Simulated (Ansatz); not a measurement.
`F[SiH2]S[SiH2]Cl` + `FC[SiH2]Br` → `F[SiH](F)S[SiH2]Cl` + `C[SiH2]Br`  (redistribution)

Program: Ansatz. Geometries: PBE0-D4/def2-TZVP. ΔE: electronic, gas phase. CBS: MP2 limit from def2 TZ/QZ plus the TZ coupled-cluster correction, frozen cores. DFT in def2-TZVPP. B3LYP here is the variant with VWN-RPA as its local correlation; programs differ in this. For Br outer-core shells are correlated without core-valence functions, which leaves a few kJ/mol of doubt a bond. Scalar relativity is left out up to krypton. Each species was taken in one conformer, which may not be the lowest.

| level | ΔE (eV) | difference from CCSD(T)/CBS |
| --- | --- | --- |
| PBE-D4 | -2.61 | 0.20 |
| r2SCAN-D4 | -2.79 | 0.02 |
| PBE0-D4 | -2.69 | 0.12 |
| B3LYP-D4 | -2.70 | 0.11 |
| ωB97X-V | -2.69 | 0.12 |
| ωB97M-V | -2.75 | 0.06 |
| B2PLYP | -2.76 | 0.05 |
| PBE | -2.59 | 0.22 |
| r2SCAN | -2.79 | 0.02 |
| PBE0 | -2.68 | 0.13 |
| B3LYP | -2.68 | 0.13 |
| HF/def2-TZVPP | -2.77 | 0.04 |
| MP2/def2-TZVPP | -2.90 | -0.09 |
| SCS-MP2/def2-TZVPP | -2.81 | 0.00 |
| CCSD/def2-TZVPP | -2.79 | 0.02 |
| CCSD(T)/def2-TZVPP | -2.78 | 0.03 |
| HF/def2-QZVPP | -2.79 | 0.02 |
| MP2/def2-QZVPP | -2.92 | -0.11 |
| SCS-MP2/def2-QZVPP | -2.84 | -0.03 |
| HF/CBS(def2) | -2.79 | 0.02 |
| MP2/CBS(def2) | -2.92 | -0.11 |
| CCSD/CBS(def2) | -2.82 | -0.01 |
| CCSD(T)/CBS | -2.81 | 0 |

Largest T1 diagnostic among the species: 0.011.

From PBE to PBE0 (25 % exact exchange), in def2-TZVPP and without D4, ΔE moves by −0.09 eV.
